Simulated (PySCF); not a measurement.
WOCl3, SMILES [O]=[W]([Cl])([Cl])[Cl] (connectivity only; charge and spin as stated), neutral, multiplicity 2.

Geometry: PBE0-D3(BJ)/def2-SVP. The spin state was assumed, not searched. The isomer is the one that the SMILES or the coordinates give; other isomers of the formula were not compared. The def2 effective core potentials stand for the cores of W; spin–orbit coupling is left out.

Method: PySCF with PBE/def2-TZVP.

Isolated molecule, no solvent.

The total energy comes out as -1522.62125 hartree. The point group comes out as Cs, the α spin, highest occupied and lowest empty level comes out as -5.09 and -4.45 eV and the β spin, highest occupied and lowest empty level comes out as -8.04 and -4.14 eV. The dipole moment is 1.16 D. The quadrupole, principal values (traceless, Buckingham form, about the centre of nuclear charge) comes out as -2.27, 1.11, 1.16 D·Å and the mean static polarisability is 81.9 bohr³ (12.13 Å³). The polarisability, principal values comes out as 69.2, 85.4, 91.1 bohr³ and the ⟨S²⟩ is 0.754 (pure state 0.75).
